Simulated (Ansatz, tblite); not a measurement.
Forces on Sn6S12 at its PBE-D4/def2-SVP geometry. Total charge 0; singlet.

In the def2 sets Sn takes a core potential; there is no spin–orbit coupling. The xTB rows come from tblite. Single mean-field runs in def2-TZVP are fitted with def2-universal-jkfit. Another isomer (singlet) lies 2.73 eV lower at PBE0-D4/def2-TZVP; other spin states weren't run for this one.

GFN1-xTB (tblite), largest force 2.06 eV/Å:

```xyz
18
positions Å, forces eV/Å
Sn   -0.725    0.682    0.077    0.181   -0.238   -0.550
Sn   -2.998   -1.416   -2.298    1.402    0.727    1.330
Sn    3.310   -0.652    1.652   -1.535    0.455   -0.488
Sn    1.186   -2.333   -1.918   -1.214    0.819    0.942
Sn   -1.170   -2.268    1.185    0.239    1.707   -1.094
Sn    2.323    1.719   -2.807   -1.049   -0.139    1.486
S     2.665    2.809   -0.544   -0.049   -0.697   -0.550
S    -0.445   -0.318   -2.928   -0.111   -0.314    0.990
S    -1.270   -0.106    3.271    0.612   -0.214   -1.202
S     0.028    1.457    3.325    0.664   -0.346   -1.090
S     2.162    0.736   -0.347   -0.188   -0.004    0.013
S     1.516   -2.255    0.692   -0.551    0.520   -0.375
S    -1.183   -3.223   -1.420    0.003    1.126    0.612
S    -0.305    1.748   -2.422    0.652   -0.773    0.251
S    -0.286    2.706    1.634    0.062   -1.100    0.696
S    -3.687   -0.964    0.227    1.316   -0.184   -0.445
S     2.128    0.790    3.375   -0.932   -0.087   -0.499
S    -3.248    0.887   -0.753    0.499   -1.257   -0.025
```

GFN2-xTB (tblite), largest force 1.47 eV/Å:

```
Sn -0.326 1.428 -0.064
Sn 0.031 0.193 0.528
Sn -0.517 0.418 0.188
Sn -0.545 -0.178 0.273
Sn 0.099 -0.314 0.220
Sn -0.418 0.350 1.141
S -0.069 -0.862 -0.720
S 0.088 0.288 0.137
S 0.699 0.517 -0.414
S 0.020 -0.256 -0.367
S 0.402 0.495 -0.235
S -0.194 0.136 -0.151
S 0.191 0.379 -0.001
S 0.302 -0.672 0.063
S -0.149 -1.192 0.151
S 0.370 0.310 -0.756
S -0.411 -0.219 -0.357
S 0.426 -0.819 0.367
```

PBE-D4/def2-TZVP (Ansatz), largest force 0.56 eV/Å:

```
Sn -0.039 0.132 -0.073
Sn 0.113 0.081 0.284
Sn -0.258 0.043 -0.095
Sn -0.245 0.038 0.188
Sn 0.072 0.042 -0.158
Sn -0.153 -0.015 0.406
S -0.101 -0.527 -0.150
S 0.028 0.354 0.122
S 0.313 0.346 -0.033
S 0.093 -0.183 -0.325
S 0.216 0.469 -0.126
S 0.029 0.095 -0.022
S 0.070 0.102 -0.018
S 0.116 -0.443 -0.053
S -0.004 -0.429 0.294
S 0.159 0.361 -0.354
S -0.403 0.051 -0.105
S -0.006 -0.519 0.217
```
